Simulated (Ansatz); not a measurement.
System: CH$_{5}$BNO$_{2}$ (charge -1, singlet). It need not be the lowest isomer of its formula. Whether it binds its extra electron was not tested at this geometry. SMILES: C[N-]B(O)O
Geometry from a B3LYP-D3(BJ)/def2-TZVP (Ansatz, an electronic-structure program) optimisation:
```
N
B 1 1.3631
C 1 1.4281 2 121.49
H 3 1.1097 1 115.28 2 0.00
H 3 1.1104 4 105.38 1 -125.05
H 3 1.1104 4 105.38 5 -109.89
O 2 1.4336 1 128.01 3 0.00
H 7 0.9611 2 107.65 1 -180.00
O 2 1.4417 1 121.28 3 -180.00
H 9 0.9629 2 103.74 1 0.00
```
Charge -1, spin multiplicity 1.

Parts of the frozen-core correlation energy in aug-cc-pVDZ (Ansatz, hartree). Frozen orbitals: 5; correlated occupied orbitals by spin: 15 and 15; virtual: 140 and 140. No spin-orbit coupling. Non-relativistic.

| term | value |
|---|---|
| reference (HF) | -269.78127 |
| MP2 opposite-spin | -0.61458 |
| MP2 same-spin | -0.21785 |
| CCSD correlation | -0.86036 |
| (T) | -0.02943 |
| T1 diagnostic | 0.015 |
| largest doubles amplitude | 0.040 |
